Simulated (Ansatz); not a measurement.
## Energy profile

The step: SiHCl₃ ([Cl][SiH]([Cl])[Cl]) + HF → SiHCl₂F ([F][SiH]([Cl])[Cl]) + HCl; bonds formed: Si1–F7, Cl2–H6; bonds broken: Si1–Cl2, H6–F7 (atoms numbered as in the saddle structure below).

```json
{"atom": "Si1", "x (Å)": "-0.3517", "y (Å)": "0.1602", "z (Å)": "-0.3454"}
{"atom": "Cl2", "x (Å)": "1.7535", "y (Å)": "-0.8100", "z (Å)": "0.2901"}
{"atom": "Cl3", "x (Å)": "-0.0543", "y (Å)": "-0.5447", "z (Å)": "-2.2561"}
{"atom": "Cl4", "x (Å)": "0.1919", "y (Å)": "2.1085", "z (Å)": "-0.2115"}
{"atom": "H5", "x (Å)": "-1.8148", "y (Å)": "0.0344", "z (Å)": "-0.2980"}
{"atom": "H6", "x (Å)": "0.6818", "y (Å)": "-0.6467", "z (Å)": "1.3777"}
{"atom": "F7", "x (Å)": "-0.4065", "y (Å)": "-0.3017", "z (Å)": "1.4431"}
```

Electronic energies by CCSD(T) at an estimated basis limit (MP2 extrapolated from triple and quadruple zeta, plus CCSD(T) − MP2 in triple zeta), on PBE0-D4/def2-TZVP structures; SiH$_{2}$Cl$_{3}$F, closed shell; no counterpoise correction. Ansatz 0.2.0; basis: def2-TZVPP and def2-QZVPP; cores frozen in the correlated methods. Extrapolation: Hartree–Fock as exp(−7.88 √X), correlation as X^−2.97.

Problem. Give the profile in eV, counted from the separated reactants. (To be estimated.)

Solution. The calculation gives:
```json
{"point": "separated: SiHCl$_{3}$ (linked as [Cl][SiH]([Cl])[Cl]; Si1, Cl2, Cl3, Cl4, H5; singlet) + HF (H6, F7; singlet)", "eV": "0.000"}
{"point": "start structure", "eV": "-0.097"}
{"point": "saddle", "eV": "1.348"}
{"point": "end structure", "eV": "-0.561"}
{"point": "separated: SiHCl$_{2}$F (linked as [F][SiH]([Cl])[Cl]; Si1, Cl3, Cl4, H5, F7; singlet) + HCl (Cl2, H6; singlet)", "eV": "-0.471"}
```

T1 diagnostic: at most 0.011.

For scale, one of the runs: CCSD(T)/def2-TZVPP, 227 basis functions, launched by `ansatz run in.yaml --threads 4 --pin off --events-out ev --progress --plain --max-ram 9574MiB`. Time: 75 s of wall clock on 4 CPU threads of an Intel Xeon Platinum 8259CL; the host was shared. Peak host memory: 3.5 GiB.
